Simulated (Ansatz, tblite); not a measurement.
Forces on the cluster CuSi4⁺ at its PBE-D4/def2-SVP geometry. Total charge 1; singlet.

The xTB rows come from tblite. The restricted singlet is unstable towards broken spin symmetry in Hartree–Fock (as tested in another run); at PBE-D4/def2-TZVP this wasn't settled. Another isomer (singlet) lies 3.47 eV lower at PBE0-D4/def2-TZVP; other spin states weren't run for this one.

GFN1-xTB (tblite), largest force 2.02 eV/Å:

```xyz
5
positions Å, forces eV/Å
Cu    0.944   -1.261    1.183   -0.521    0.495    0.350
Si   -2.121    2.348   -0.052   -0.174    0.118    0.413
Si    2.459   -2.759    0.439    0.585   -0.578   -0.288
Si   -0.337    0.334    0.122    0.335   -0.630    1.441
Si   -0.945    1.338   -1.692   -0.225    0.595   -1.916
```

GFN2-xTB (tblite), largest force 2.30 eV/Å:

```
Cu -0.186 0.349 -0.761
Si -0.513 0.562 0.035
Si 0.345 -0.443 0.352
Si 0.797 -1.215 1.784
Si -0.444 0.746 -1.410
```

PBE-D4/def2-TZVP (Ansatz), largest force 0.19 eV/Å:

```
Cu 0.008 0.003 -0.058
Si 0.075 -0.068 -0.089
Si 0.002 -0.009 0.034
Si -0.047 0.065 -0.072
Si -0.038 0.009 0.186
```
